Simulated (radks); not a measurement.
Values are calculated unless marked as measured or tabulated.
Coulomb parameter of the 4d shell of the ruthenium ion Ru3+ in the model configuration [Kr] 4d4 5p1, as a second difference U = [E(n + 0.25) + E(n - 0.25) - 2 E(n)] / (0.25)^2 with all orbitals relaxed. "Bare": the charge of the atom changes with n. "Screened": the 5p shell takes up the change at fixed total charge, which measures U(4d,4d) + U(5p,5p) - 2 U(4d,5p). Level of theory: scalar-relativistic Kohn-Sham, PBE, spin-unpolarised, spherical densities, point nucleus (a radial shooting solver on a logarithmic mesh with Libxc functionals).

start: configuration [Kr] 4d4 5p1; E - E(n) (eV) 0.000
bare +0.25: configuration [Kr] 4d4.25 5p1; E - E(n) (eV) -10.104
bare -0.25: configuration [Kr] 4d3.75 5p1; E - E(n) (eV) 10.990
screened +0.25: configuration [Kr] 4d4.25 5p0.75; E - E(n) (eV) -4.426
screened -0.25: configuration [Kr] 4d3.75 5p1.25; E - E(n) (eV) 4.602

U(bare) = 14.183 eV, U(screened by 5p) = 2.816 eV, against the Slater integral F0(4d,4d) = 17.694 eV with frozen orbitals.
